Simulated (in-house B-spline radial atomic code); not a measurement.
Radial electron density of Kr+, [Ar] 3d10 4s2 4p5. Method: Dirac-Hartree-Fock, average of configuration, Fermi nucleus of rms radius 4.1884 fm. Calculated with a radial B-spline atomic code at the basis-set limit.

Columns: r (bohr), 4πr²n(r) (electrons per bohr), bar.

```
 0.00184    1.485 #
 0.00224    2.109 ##
 0.00273    2.983 ##
 0.00334    4.213 ###
 0.00407    5.854 #####
 0.00497    8.068 #######
 0.00606    10.94 #########
  0.0074    14.61 ############
 0.00903    19.08 ################
   0.011    24.26 ####################
  0.0135    30.14 #########################
  0.0164    35.72 ##############################
    0.02    40.67 ##################################
  0.0244    44.02 #####################################
  0.0298    45.03 #####################################
  0.0364     43.5 ####################################
  0.0444    40.35 #################################
  0.0542    37.53 ###############################
  0.0662    37.45 ###############################
  0.0808     41.4 ##################################
  0.0986       48 ########################################
    0.12    53.04 ############################################
   0.147    52.14 ###########################################
   0.179    44.47 #####################################
   0.219    34.53 #############################
   0.267    29.69 #########################
   0.326    32.16 ###########################
   0.397    36.73 ##############################
   0.485    36.05 ##############################
   0.592    28.06 #######################
   0.722     17.4 ##############
   0.882     9.54 ########
    1.08    6.263 #####
    1.31    5.575 #####
     1.6    4.939 ####
    1.96    3.543 ###
    2.39    1.967 ##
    2.91   0.8257 #
    3.55   0.2489 
    4.34   0.0504 
    5.29 0.006626 
    6.46 0.0004879
```

On this grid the curve has 3 maxima, near 0.0298, 0.12, 0.397 bohr.

The 4s1/2 radial function P(r) = rR(r), positive near the nucleus, with its small component Q(r) (sign convention: Q ≈ (P' + κP/r)/2c):

| r (bohr) | P | Q |
| --- | --- | --- |
| 0.000556 | 0.01137 | -0.001516 |
| 0.000827 | 0.01652 | -0.002217 |
| 0.00123 | 0.02387 | -0.003223 |
| 0.00184 | 0.03441 | -0.004679 |
| 0.00273 | 0.04869 | -0.006685 |
| 0.00407 | 0.06802 | -0.009472 |
| 0.00606 | 0.09245 | -0.01316 |
| 0.00903 | 0.1207 | -0.01779 |
| 0.0135 | 0.1475 | -0.02311 |
| 0.02 | 0.1603 | -0.02798 |
| 0.0298 | 0.139 | -0.03065 |
| 0.0444 | 0.05842 | -0.02814 |
| 0.0662 | -0.08727 | -0.01794 |
| 0.0986 | -0.2382 | -0.001367 |
| 0.147 | -0.2465 | 0.0135 |
| 0.219 | 0.01244 | 0.01534 |
| 0.326 | 0.3713 | 0.002999 |
| 0.485 | 0.3592 | -0.00871 |
| 0.722 | -0.2033 | -0.007987 |
| 1.08 | -0.8111 | -0.0004043 |
| 1.6 | -0.8488 | 0.003469 |
| 2.39 | -0.4378 | 0.00236 |
| 3.55 | -0.1082 | 0.0006272 |
| 5.29 | -0.009754 | 5.789e-05 |
